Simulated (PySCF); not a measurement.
# How methods differ on the excitation energy of O²⁺

O²⁺ [He] 2s2 2p2 (3P) → O²⁺ [He] 2s2 2p1 3d1 (high-spin determinant), as a difference of total energies. Calculation: PySCF 2.14, in aug-cc-pCVTZ-DK (7s6p4d2f, 59 functions); the spin-free X2C one-electron Hamiltonian (Gaussian nucleus). Correlated levels: valence: 1s2 frozen; valence and next inner shell: nothing frozen. The calculations carry no spin-orbit coupling.

```csv
method,excitation energy (eV)
UHF,41.531
LDA,40.833
PBE,40.446
PBE0,40.836
r2SCAN,41.289
revPBE,40.325
BP86,40.399
r2SCANh,41.346
PW91,40.565
MP2 (valence),40.642
SCS-MP2 (valence),40.380
MP2 (valence and next inner shell),40.693
SCS-MP2 (valence and next inner shell),40.417
```

Task: How much does correlation contribute at MP2 (valence and next inner shell)?

Result: 40.693 − (41.531) = -0.838 eV, measured against UHF.

A first-order spin-orbit estimate (lowest level to lowest level, LS coupling) adds 0.006 eV.

The promoted electron is Rydberg-like, and one or two diffuse shells describe it only roughly, which tends to raise the upper state.

The determinant of the upper state mixes LS terms, which raises its energy above the lowest term, most at the Hartree-Fock and MP2 levels.
